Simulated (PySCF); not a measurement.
## Two-component Hartree-Fock for Se⁻ (selenium, charge -1)

Start: [Ar] 3d10 4s2 4p5; 4p1/2 filled at m_j = -1/2, +1/2; 4p3/2 filled at m_j = -1/2, +1/2, +3/2. Calculated with PySCF 2.14 in x2c-SVPall-2c with one added diffuse shell each of s, p, d type (6s7p4d, 47 functions): generalised Hartree-Fock with the X2C-1e Hamiltonian and a Gaussian nucleus; one run each with spin-orbit coupling (SO) switched off, then screened by Boettger's factors.

| spinor shell | electrons | ε, spin-free (eV) | ε, screened SO (eV) | weight of nominal j (screened SO) | rms radius, screened SO (bohr) |
| --- | --- | --- | --- | --- | --- |
| 1s1/2 | 2 | -12724.8 | -12724.5 | 1.000 | 0.0508 |
| 2s1/2 | 2 | -1687.3 | -1687.2 | 1.000 | 0.212 |
| 2p1/2 | 2 | -1478.6 | -1507.3 | 1.000 | 0.187 |
| 2p3/2 | 4 | -1478.6 | -1464.6 | 1.000 | 0.190 |
| 3s1/2 | 2 | -242.47 | -242.42 | 1.000 | 0.613 |
| 3p1/2 | 2 | -174.75 | -179.07 | 1.000 | 0.629 |
| 3p3/2 | 4 | -174.75 | -172.59 | 1.000 | 0.639 |
| 3d3/2 | 4 | -62.488 | -63.029 | 0.996 | 0.696 |
| 3d5/2 | 6 | -62.488 | -62.045 | 0.998 | 0.699 |
| 4s1/2 | 2 | -15.805 | -15.779 | 1.000 | 2.04 |
| 4p1/2 | 2 | -2.761 | -3.212 | 0.700 | 2.75 |
| 4p3/2 | 3 | -2.761 | -2.468 | 0.800 | 2.88 |

```tsv
quantity	spin-free	screened SO
E (hartree)	-2427.66140	-2427.76063
M_J	3/2	3/2
⟨J²⟩	3.769	3.769
⟨L²⟩	2.010	2.013
⟨S²⟩	0.760	0.761
```

Each row is a mean over spinors that exchange with the open shell spreads, by up to 2.569 eV (4s1/2).

Rows whose weight is well below 1 are mixtures of j = l ± 1/2: exchange outweighs spin-orbit coupling there, and the label is only the starting occupation.

Without spin-orbit coupling the j labels of p, d and f shells carry no meaning; the spin-free column gives the mean over the occupied spinors of each nl shell.
